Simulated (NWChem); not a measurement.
System: MgNH$_{3}$; SMILES [NH2][MgH]

NWChem input:

```
start job
memory heap 200 mb stack 900 mb global 1100 mb
geometry units angstroms noautoz
  Mg     0.287089    -0.700318    -0.038015
  H      0.464622    -2.396624    -0.092335
  N      0.089835     1.184662     0.022344
  H     -0.782594     1.702135    -0.015225
  H      0.839133     1.865093     0.094639
end
basis spherical
  * library def2-svpd
end
dft
  xc xpbe96 cpbe96
  iterations 150
end
tddft
  cis
  nroots 6
  notriplet
end
task tddft energy
```

All runs use the structure optimised with B3LYP/6-31G* (spherical d).

Vertical excitations in the gas phase.

### Question
What results follow from this input? (PBE/def2-SVPD, TDA.) Quantities: lowest excitation, singlet (eV); oscillator strength of that lowest state; lowest state with f > 0.02, singlet (eV); oscillator strength of that bright state; orbital gap (eV).

### Answer
```
Quantity                                  Value
----------------------------------------  -----
lowest excitation, singlet (eV)            3.92
oscillator strength of that lowest state  0.069
lowest state with f > 0.02, singlet (eV)   3.92
oscillator strength of that bright state  0.069
orbital gap (eV)                           3.79
```
